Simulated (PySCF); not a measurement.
Ionising AlPb

UHF-CCSD(T); Al def2-SVP, Pb def2-SVP with ECP60; scalar-relativistic core potentials (PySCF 2.14). Neutral (UHF): quartet (σ ↑, π ↑↑), Re = 2.735 Å, ωe = 246 cm⁻¹, De = 1.85 eV.

AlPb⁺ (UHF): triplet (σ ↑, π ↑), Re = 3.118 Å, ωe = 144 cm⁻¹. The energies at the minima are -433.80270 hartree for AlPb and -433.55994 for AlPb⁺.

(1) Work out the adiabatic ionisation energy, without and with harmonic zero-point energies (1 hartree = 27.2114 eV, 1 eV = 8065.5 cm⁻¹), and the change of the bond length.

Correlated steps freeze 9 core orbitals. Correlated levels converge slowly with the basis: in double zeta they bind strong bonds too weakly, by up to about 1 eV, and carry superposition errors of some tenths. These are scalar-relativistic numbers at best; spin–orbit coupling would shift them, the dissociation energy most. States were picked by a PBE0 search and need not be the measured ground states.

## Answers

(1) At UHF-CCSD(T): 0.24276 hartree = 6.606 eV between the minima; the zero-point term (144.0 − 246.0)/2 cm⁻¹ = -0.006 eV makes it 6.600 eV. Re changes by +38.3 pm against the neutral. The electron leaves a π orbital, and the ion is left as a loose complex of an ion and an atom.
